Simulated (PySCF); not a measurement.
**Excitation energy of Ne²⁺ by level of theory**

Ne²⁺ [He] 2s2 2p4 (3P) → Ne²⁺ [He] 2s2 2p3 3s1 (5S), as a difference of total energies. All numbers are calculated (PySCF 2.14, scalar relativity by spin-free X2C-1e, in aug-cc-pVDZ-DK (4s3p2d, 23 functions)). Correlated levels: valence: 1s2 frozen. The calculations carry no spin-orbit coupling.

| method | excitation energy (eV) |
| --- | --- |
| UHF | 37.266 |
| MP2 (valence) | 37.739 |
| SCS-MP2 (valence) | 37.792 |
| CCSD (valence) | 37.681 |
| CCSD(T) (valence) | 37.686 |
| CCSDT (valence) | 37.686 |

Q: How much does correlation contribute at CCSD(T) (valence)?

A: 37.686 − (37.266) = 0.420 eV, measured against UHF.

A first-order spin-orbit estimate (lowest level to lowest level, LS coupling) adds 0.036 eV.

The promoted electron is Rydberg-like, and one or two diffuse shells describe it only roughly, which tends to raise the upper state.
